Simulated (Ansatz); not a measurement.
`COc1ccc(-c2ccc(-c3ccc(-c4ccc(-c5ccc(-c6ccc(C(F)=C(F)F)cc6)cc5)cc4)cc3)cc2)cc1` with charge -1, relaxed as a doublet with UKS PBE-D4/def2-SVP in Ansatz, starting from the PBE-D4/def2-SVP geometry of the neutral singlet. Force threshold 0.03 eV/Å.

Single mean-field runs in def2-SVP are fitted with def2-universal-jkfit.

Start:

Cartesian coordinates in Å:
```
C 3.094 -9.663 -10.312
O 3.771 -9.485 -9.083
C 3.338 -8.507 -8.242
C 4.044 -8.375 -7.026
C 3.673 -7.404 -6.097
C 2.589 -6.523 -6.339
C 2.196 -5.496 -5.347
C 1.676 -4.243 -5.749
C 1.300 -3.277 -4.812
C 1.423 -3.511 -3.422
C 1.022 -2.489 -2.428
C -0.028 -1.578 -2.691
C -0.407 -0.614 -1.753
C 0.240 -0.513 -0.500
C -0.164 0.506 0.497
C -0.645 1.775 0.099
C -1.023 2.736 1.040
C -0.941 2.479 2.428
C -1.339 3.499 3.426
C -0.706 3.578 4.688
C -1.078 4.541 5.630
C -2.104 5.477 5.358
C -2.495 6.499 6.354
C -2.962 7.774 5.958
C -3.325 8.742 6.896
C -3.238 8.478 8.285
C -3.631 9.534 9.215
F -4.148 10.655 8.657
C -3.531 9.559 10.569
F -3.041 8.569 11.303
F -3.917 10.582 11.310
C -2.777 7.201 8.691
C -2.416 6.242 7.744
C -2.737 5.398 4.096
C -2.365 4.434 3.155
C -0.462 1.209 2.826
C -0.083 0.248 1.885
C 1.289 -1.424 -0.236
C 1.671 -2.385 -1.176
C 1.945 -4.763 -3.021
C 2.321 -5.729 -3.958
C 1.898 -6.669 -7.561
C 2.256 -7.641 -8.505
H 3.148 -8.754 -10.954
H 2.023 -9.929 -10.163
H 3.601 -10.498 -10.832
H 4.894 -9.049 -6.841
H 4.254 -7.304 -5.168
H 1.601 -4.009 -6.822
H 0.936 -2.301 -5.166
H -0.584 -1.652 -3.638
H -1.254 0.052 -1.980
H -0.686 2.026 -0.972
H -1.353 3.726 0.691
H 0.124 2.894 4.921
H -0.535 4.595 6.585
H -3.012 8.024 4.888
H -3.674 9.728 6.560
H -2.713 6.949 9.757
H -2.090 5.250 8.092
H -3.565 6.084 3.862
H -2.908 4.380 2.200
H -0.422 0.956 3.896
H 0.249 -0.742 2.232
H 1.843 -1.350 0.712
H 2.519 -3.048 -0.950
H 2.021 -5.000 -1.949
H 2.685 -6.706 -3.605
H 1.033 -6.021 -7.772
H 1.679 -7.724 -9.435
```

**Question.** Estimate the energy that the relaxation releases and the steps that it takes.

**Answer.** 13.5 kJ/mol, in 5 steps; 61 s on 2 threads of AMD EPYC 7R13 on a shared host and a share (18 GiB) of an NVIDIA H100 80GB HBM3. No frequencies were taken in this run, so the end may be a saddle point.

**Question.** Does the start keep its bonding and symmetry?

**Answer.** By distances, no bond broke or formed. The bond that changes most is C18–C19, from 1.48 to 1.46 Å (atoms count from 1).

**Question.** Predict the relaxed structure.

**Answer.** 
```xyz
70

C     3.118   -9.674  -10.355
O     3.775   -9.535   -9.118
C     3.343   -8.548   -8.270
C     4.019   -8.444   -7.036
C     3.651   -7.470   -6.108
C     2.592   -6.555   -6.358
C     2.205   -5.531   -5.372
C     1.593   -4.310   -5.760
C     1.221   -3.344   -4.827
C     1.427   -3.525   -3.430
C     1.031   -2.512   -2.447
C     0.060   -1.513   -2.740
C    -0.318   -0.553   -1.805
C     0.241   -0.510   -0.496
C    -0.159    0.497    0.489
C    -0.763    1.730    0.110
C    -1.138    2.688    1.046
C    -0.946    2.498    2.445
C    -1.338    3.507    3.431
C    -0.813    3.517    4.755
C    -1.186    4.475    5.692
C    -2.113    5.512    5.388
C    -2.499    6.524    6.372
C    -3.052    7.780    5.991
C    -3.415    8.745    6.927
C    -3.254    8.520    8.322
C    -3.649    9.561    9.254
F    -4.197   10.682    8.706
C    -3.550    9.600   10.612
F    -3.038    8.625   11.367
F    -3.961   10.629   11.355
C    -2.708    7.266    8.718
C    -2.345    6.312    7.773
C    -2.638    5.503    4.064
C    -2.269    4.542    3.128
C    -0.345    1.263    2.823
C     0.033    0.306    1.886
C     1.213   -1.509   -0.205
C     1.591   -2.468   -1.140
C     2.041   -4.750   -3.046
C     2.417   -5.714   -3.980
C     1.931   -6.682   -7.603
C     2.291   -7.653   -8.549
H     3.202   -8.757  -10.984
H     2.035   -9.912  -10.234
H     3.609  -10.514  -10.884
H     4.849   -9.138   -6.836
H     4.217   -7.392   -5.168
H     1.447   -4.097   -6.831
H     0.794   -2.397   -5.188
H    -0.442   -1.522   -3.719
H    -1.108    0.164   -2.075
H    -0.897    1.956   -0.959
H    -1.556    3.640    0.686
H    -0.055    2.771    5.037
H    -0.710    4.454    6.684
H    -3.168    8.015    4.923
H    -3.822    9.707    6.587
H    -2.582    7.036    9.784
H    -1.955    5.346    8.129
H    -3.394    6.251    3.781
H    -2.747    4.562    2.137
H    -0.212    1.035    3.891
H     0.453   -0.646    2.245
H     1.715   -1.498    0.774
H     2.381   -3.185   -0.869
H     2.185   -4.967   -1.977
H     2.848   -6.661   -3.621
H     1.083   -6.018   -7.830
H     1.732   -7.711   -9.493
```
Bond lengths: 43 × C–C 1.36 to 1.47 Å; 3 × C–F 1.33 to 1.36 Å; 2 × C–O 1.37 to 1.41 Å; 27 × C–H 1.10 to 1.12 Å.
